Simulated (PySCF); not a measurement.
NMR data simulated for an unnamed compound:

1H NMR (400 MHz, computed): δ 10.97 (m, 1H), 4.42 (s, 3H).

13C{1H} NMR (computed): δ 242.0 (C), 188.8 (CH), 177.9 (C), 125.7 (C), 61.3 (CH3).

[PySCF: GFN2-xTB structure; NMR shieldings at PBE0/pcSseg-1/GIAO; non-relativistic; fast rotation and ring inversion assumed for equivalent nuclei; one computed conformer; in vacuum]

Chemical shifts δ = σref − σ; 1H (σref 31.72) and 13C (σref 186.93) against TMS, all at this level.

Which of these does the molecule contain: a methoxy group, a carboxylic acid, a nitrile, a heteroaromatic ring, a Si–CH3 group?

## Answers


- A methoxy group: yes (δC 61.3; δH 4.42 (s)).
- A carboxylic acid: no.
- A nitrile: yes (δC 125.7).
- A heteroaromatic ring: no.
- A Si–CH3 group: no.

The data belong to SMILES COc1pcpc(C#N)p1, C5H4NOP3; they needn't prove each group on their own.

Carbon signals by region: 3 in the far downfield region (above 160 ppm), 1 in the sp2 and nitrile region (100–160 ppm), 1 at 50–100 ppm. Above 160 ppm: 242.0, aromatic carbon bearing oxygen, 188.8, aromatic CH, 177.9, substituted aromatic carbon.

Splittings by 31P in the carbon and heteronuclear signals aren't shown, as no couplings were computed. Shifts are as computed. Against solution values, carbons near 30 ppm lie about +3 ppm off and those near 130 ppm about +5 ppm. Of 1211 compounds with measured shifts, 218 miss one by over three times the rms of a fit or turn the order of signals round; such compounds aren't used in these exercises. No couplings were computed; multiplicities are counted from neighbouring protons, with m where these are inequivalent, close in shift, in a saturated or five-membered ring or joined by F or P, and br s for small geminal =CH2 splittings.
